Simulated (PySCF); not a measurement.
B(Me)3 (C3H9B), SMILES B(C)(C)C.

Geometry: PBE0-D3(BJ)/def2-SVP. The isomer is the one that the SMILES or the coordinates give; other isomers of the formula were not compared.

The numbers are results of PBE0-D3(BJ)/def2-SVP run with PySCF, not measurements.

Harmonic, unscaled wavenumbers; measured fundamentals usually lie a few per cent lower.

A small imaginary wavenumber (i) marks a very flat motion, where grid noise or a shallow saddle decides the sign.

| mode | ν (cm⁻¹) | IR (km/mol) | moving atoms (share of kinetic energy) |
|---|---|---|---|
| 1 | 12i | 0.1 | H 96 % |
| 2 | 112 | 1.3 | H 94 % |
| 3 | 140 | 1.1 | H 96 % |
| 4 | 317 | 0.4 | H 50 %, C 36 %, B 14 % |
| 5 | 318 | 0.4 | H 47 %, C 45 % |
| 6 | 346 | 0.9 | H 56 %, B 32 %, C 12 % |
| 7 | 614 | 1.3 | H 82 %, C 17 % |
| 8 | 622 | 0.5 | H 66 %, C 34 % |
| 9 | 721 | 0.4 | C 57 %, H 43 % |
| 10 | 811 | 0.1 | H 82 %, C 18 % |
| 11 | 860 | 3.8 | H 59 %, C 32 %, B 9 % |
| 12 | 874 | 0.0 | H 62 %, C 34 % |
| 13 | 966 | 40.1 | H 39 %, B 37 %, C 24 % |
| 14 | 1171 | 40.7 | H 48 %, B 46 % |
| 15 | 1173 | 37.3 | H 49 %, B 44 % |
| 16 | 1295 | 1.6 | H 78 %, C 22 % |
| 17 | 1320 | 149.2 | H 55 %, C 30 %, B 15 % |
| 18 | 1327 | 147.2 | H 52 %, C 31 %, B 17 % |
| 19 | 1409 | 0.4 | H 95 % |
| 20 | 1414 | 0.0 | H 95 % |
| 21 | 1421 | 0.7 | H 95 % |
| 22 | 1440 | 5.9 | H 89 %, C 8 % |
| 23 | 1446 | 2.7 | H 92 % |
| 24 | 1456 | 10.6 | H 93 % |
| 25 | 3025 | 1.0 | H 96 % |
| 26 | 3026 | 0.4 | H 96 % |
| 27 | 3029 | 0.5 | H 96 % |
| 28 | 3112 | 6.9 | H 92 %, C 8 % |
| 29 | 3113 | 12.8 | H 92 %, C 8 % |
| 30 | 3115 | 19.0 | H 92 %, C 8 % |
| 31 | 3157 | 3.2 | H 90 %, C 10 % |
| 32 | 3158 | 17.0 | H 90 %, C 10 % |
| 33 | 3160 | 27.1 | H 90 %, C 10 % |
